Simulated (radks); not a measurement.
Polarisability of the technetium ion Tc+, [Kr] 4d5 5s1, at imaginary frequency. Method: scalar-relativistic Kohn-Sham, LDA (Slater exchange, Perdew-Wang correlation), spin-polarised, spherical densities, finite nucleus; open shells are filled with parallel spins first (spin-orbit coupling, left out, can overturn this in heavy ions); Fermi nuclear charge, rms radius 4.4112 fm; computed with a radial shooting solver on a logarithmic mesh with Libxc functionals. Response by self-consistent Sternheimer equations with the Hartree and adiabatic LDA kernel, the relativistic mass of each level held fixed and spin-orbit coupling left out.

| w (hartree) | alpha1(iw) (bohr^3) |
|---|---|
| 0.00266 | 32.71 |
| 0.0143 | 32.59 |
| 0.0360 | 31.97 |
| 0.0697 | 30.13 |
| 0.118 | 26.51 |
| 0.186 | 21.41 |
| 0.280 | 16.07 |
| 0.413 | 11.52 |
| 0.605 | 8.018 |
| 0.892 | 5.376 |
| 1.35 | 3.363 |
| 2.12 | 1.857 |
| 3.59 | 0.8417 |
| 6.94 | 0.2907 |
| 17.5 | 0.06714 |

Static values: alpha1 = 32.71 bohr^3 (4.848 angstrom^3; uncoupled 52.72). C6 = 241.6, triple-dipole C9 = 5312 atomic units. One-pole (London) frequency 4 C6 / (3 alpha1^2) = 0.301 hartree, against 0.457 for minus the highest occupied eigenvalue.
